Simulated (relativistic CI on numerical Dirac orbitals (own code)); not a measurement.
## Radial parameters of Au16+

These numbers are calculated, not measured: Dirac-Coulomb-Breit CI, separate exchange-only KLI orbitals for each configuration, model QED (radiative potential, 1s self-energy scaled to tabulated hydrogen-like ionisation energies), unscaled Slater integrals (own radial code, finite nucleus).

Slater integrals F^k, G^k are unscaled and averaged over j, outside the closed core [Kr] 4d10; ζ comes from projecting the Hamiltonian with its Breit term on Σ l·s of the shell.

- 4f14 5s2 5p: ζ(5p) = 121910 cm⁻¹; <r>(5p) = 0.9271, <r^2>(5p) = 0.9591 (bohr units).
- 4f14 5s 5p2: F^2(5p,5p) = 115220, G^1(5s,5p) = 149320, ζ(5p) = 121350 cm⁻¹; <r>(5s) = 0.8506, <r^2>(5s) = 0.8053, <r>(5p) = 0.9263, <r^2>(5p) = 0.9576 (bohr units).
- 4f14 5s2 5d: ζ(5d) = 12457 cm⁻¹; <r>(5d) = 1.05, <r^2>(5d) = 1.236 (bohr units).

In this model ζ of a weakly bound d, f or g electron outside closed shells comes out too small, for d by up to a factor of two or three and at times with the wrong sign; that of an outer p electron is too small as well.

Averages of the first 10 configurations, taken without configuration mixing, which lowers the lowest level and can move excited configurations by several eV; other configurations of the list can lie among them:

```tsv
Configuration	Parity	States	Average energy above the lowest level (eV)
4f14 5s2 5p	odd	6	16.5
4f14 5s 5p2	even	30	71.6
4f14 5s2 5d	even	10	93.5
4f13 5s2 5p2	odd	210	74.0
4f14 5s 5p 5d	odd	120	146.6
4f14 5s2 5f	odd	14	169.1
4f14 5s2 5g	even	18	224.2
4f14 5s 5p 5f	even	168	222.7
4f13 5s2 5p 5d	even	840	151.6
4f14 5s2 6s	even	2	151.9
```
